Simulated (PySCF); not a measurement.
First-order multiplets

Geometry (Å), atoms numbered from 1 in this order:
```xyz
15

C    -2.228    0.598    0.755
C    -1.115    0.680    0.021
C    -0.353   -0.496   -0.469
N    -0.833   -1.654   -0.692
C     1.113   -0.286   -0.764
C     1.945    0.093    0.436
F     1.812   -0.790    1.428
F     3.240    0.150    0.114
F     1.606    1.295    0.925
H    -2.757    1.495    1.086
H    -2.642   -0.365    1.071
H    -0.703    1.664   -0.221
H    -1.842   -1.660   -0.506
H     1.247    0.510   -1.515
H     1.514   -1.223   -1.169
```

- PBE0-D3(BJ)/def2-SVP structure
- shielding tensors at KT3/pcSseg-1 (GIAO)
- J: B3LYP/pcJ-1 (spin–dipole term only in couplings to heteroatoms)
- code: PySCF
- no relativistic terms, no solvent, equivalent nuclei averaged, a single conformation

δ = σ(ref) − σ, references computed at the same level: TMS for $^{1}$H (σ = 31.32 ppm) and $^{13}$C (σ = 182.31 ppm); $^{19}$F (σ = 149.45 ppm) against CFCl3.

Spectrometer: 600 MHz for $^{1}$H. First-order analysis; couplings under 1 Hz (under 4 Hz in carbon signals) are ignored, and nearly equal couplings are merged; the smaller ones broaden or split the lines further.

**Question.** What pattern does H11 show ($^{1}$H)?

**Answer.** A doublet at δ 5.73: 18.9 Hz to H12 (1 × $^{1}$H, 3 bonds away). Lines in Hz from the centre (relative intensity): +9.4 (1), -9.4 (1). The outer lines are 18.9 Hz apart, the sum of the couplings kept, or 0.032 ppm at this field.

**Question.** What pattern does C5 show in the proton-coupled $^{13}$C spectrum?

**Answer.** A triplet of quartets at δ 46.0: 137.5 Hz to H14/H15 (2 × $^{1}$H, 1 bond away), 30.9 Hz to F7/F8/F9 (3 × $^{19}$F, 2 bonds away). Lines in Hz from the centre (relative intensity): +183.8 (1), +152.9 (3), +122.0 (3), +91.2 (1), +46.4 (2), +15.4 (6), -15.4 (6), -46.4 (2), -91.2 (1), -122.0 (3), -152.9 (3), -183.8 (1). The outer lines are 367.7 Hz apart, the sum of the couplings kept, or 2.437 ppm at this field.

**Question.** What pattern does H12 show ($^{1}$H)?

**Answer.** A doublet of doublets of quartets at δ 6.28: 18.9 Hz to H11 (1 × $^{1}$H, 3 bonds away), 12.2 Hz to H10 (1 × $^{1}$H, 3 bonds away), 2.1 Hz to F7/F8/F9 (3 × $^{19}$F, 5 bonds away). Lines in Hz from the centre (relative intensity): +18.7 (1), +16.6 (3), +14.5 (3), +12.4 (1), +6.5 (1), +4.4 (3), +2.3 (3), +0.2 (1), -0.2 (1), -2.3 (3), -4.4 (3), -6.5 (1), -12.4 (1), -14.5 (3), -16.6 (3), -18.7 (1). The outer lines are 37.4 Hz apart, the sum of the couplings kept, or 0.062 ppm at this field.

**Question.** What pattern does F7/F8/F9 show ($^{19}$F)?

**Answer.** A triplet of doublets at δ -93.9: 10.7 Hz to H14/H15 (2 × $^{1}$H, 3 bonds away), 2.1 Hz to H12 (1 × $^{1}$H, 5 bonds away). Lines in Hz from the centre (relative intensity): +11.8 (1), +9.7 (1), +1.1 (2), -1.1 (2), -9.7 (1), -11.8 (1). The outer lines are 23.5 Hz apart, the sum of the couplings kept, or 0.042 ppm at this field.

OH and NH positions are those of a molecule without intermolecular hydrogen bonds; in solution they move with solvent, concentration and temperature, and exchange usually removes their couplings. Unscaled 3J(H,H) at this level run about 10 % above measured values.
